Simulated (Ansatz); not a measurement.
A nudged elastic band was laid between two geometries of H7NSSi2 (11 atoms, charge 0, multiplicity 1).

The calculation used Ansatz 0.2.0, RKS revPBE/6-31G*.

```json
{
  "movable images": "7",
  "climbing image": "yes",
  "spring": "5.0 eV/Å²",
  "optimiser": "quadratic models (default)",
  "start path": "through a guess of the saddle point",
  "force threshold": "0.05 eV/Å",
  "iteration limit": "52",
  "end points": "relaxed"
}
```

Initial state:

```xyz
11
Properties=species:S:1:pos:R:3
N -1.319 2.251 0.138
Si -0.348 0.922 -0.439
S 0.787 -0.108 1.133
Si 1.060 -2.070 0.261
H -2.057 2.048 0.816
H -0.831 3.108 0.408
H 0.607 1.503 -1.436
H -1.250 -0.087 -1.085
H -0.252 -2.765 0.033
H 1.878 -2.850 1.243
H 1.789 -2.009 -1.051
```

Final state:

```xyz
11
Properties=species:S:1:pos:R:3
N -1.043 2.384 0.063
Si -0.756 0.711 -0.333
S 0.108 -0.473 1.302
Si 1.226 -1.978 0.219
H -1.835 2.590 0.675
H -0.240 2.957 0.336
H 0.199 0.645 -1.488
H -2.089 0.139 -0.707
H 0.342 -2.830 -0.648
H 1.873 -2.840 1.258
H 2.281 -1.363 -0.655
```

(1) Which bonds break or form, and what moves?

(2) Give the energies along the band, and the barrier.

The band took 14 iterations and about 10 core-minutes.

Answers

(1) No bond is made or broken. The dihedral H7–Si2–S3–Si4 goes from -86 to -30°.

(2) The run converged. The highest image is number 8 of 0 to 8, 0.000 eV above the ends, which have the same energy within 2 meV. The highest image is an end point: on this band no image between the ends rises above it.

```tsv
image	path coordinate (Å)	energy (eV)	dihedral H7–Si2–S3–Si4 (°)
0	0.00	0.000	-86
1	0.31	-0.001	-78
2	0.63	0.000	-70
3	0.94	0.000	-68
4	1.25	0.000	-60
5	1.56	-0.001	-52
6	1.85	-0.001	-45
7	2.14	0.000	-38
8	2.43	0.000	-30
```

The run took 11 min on 1 CPU thread of a shared host.
